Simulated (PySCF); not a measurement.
Species: C5H4F3P.
Cartesian coordinates in Å at the GFN2-xTB level; atoms count from 1:
```xyz
13
C5H4F3P angstrom
F     -1.3666   -0.9048    2.3095
C     -1.6179   -0.3790    1.0961
F     -2.4543   -1.2269    0.4793
F     -2.3222    0.7488    1.3259
C     -0.3776   -0.1144    0.3251
C     -0.0288   -0.7073   -0.8374
C      1.2352   -0.2533   -1.3450
C      1.8368    0.6697   -0.5686
P      0.9484    0.9404    0.9775
H     -0.6373   -1.4321   -1.3535
H      1.6311   -0.6199   -2.2777
H      2.7909    1.1230   -0.7760
H      0.3580    2.1562    0.6270
```

NICS = −σ at a ghost point: NICS(0) at the centroid of the ring atoms, NICS(1) 1 Å to either side along the normal of their mean plane, zz for the tensor component along that normal. Level: GIAO PBE0/pcSseg-1 (PySCF, non-relativistic, gas phase) on the GFN2-xTB geometry, one conformer.

Ring bond lengths (Å), with Mayer bond orders in brackets: C5–C6 1.351 (1.68), C6–C7 1.436 (1.15), C7–C8 1.348 (1.72), C8–P9 1.804 (1.00), P9–C5 1.816 (0.94).

Q: What do the NICS probes read (ppm)?

A: 
| ring | type | NICS(0) | NICS(1), two faces | NICS(1)zz, two faces | rms pucker (Å) | centre to ring atoms, mean (Å) |
| --- | --- | --- | --- | --- | --- | --- |
| C5–C6–C7–C8–P9 | 5-membered ring with P; bonds drawn aromatic by RDKit's count | -4.7 | -6.4 / -6.3 | -11.9 / -13.5 | 0.04 | 1.31 |

Q: What do they say, and how far can they be read as aromaticity?

A: 
- C5–C6–C7–C8–P9: mean NICS(1)zz -12.7 ppm, shielded. A hydrogen on P9, outside the ring, lies 1.89 Å from a NICS(1) probe.

Q: How equal are the bonds by HOMA? Use HOMA with the parameters of Krygowski (1993).

A: 
- C5–C6–C7–C8–P9: HOMA 0.13; the largest term is that of P9–C5, α(R − Ropt)² = 1.65.

Q: What are the shieldings of the ring atoms and their hydrogens in the same run (means over atoms taken as equivalent)?

A: 
```tsv
atoms	environment	σ isotropic (ppm)
C5	unsaturated ring carbon	38.2
C6	unsaturated ring CH carbon	38.3
C7	unsaturated ring CH carbon	40.5
C8	unsaturated ring CH carbon	38.5
P9	ring phosphorus	390.5
H10	hydrogen on carbon	23.93
H11	hydrogen on carbon	24.30
H12	hydrogen on carbon	24.37
H13	hydrogen on phosphorus	26.43
```
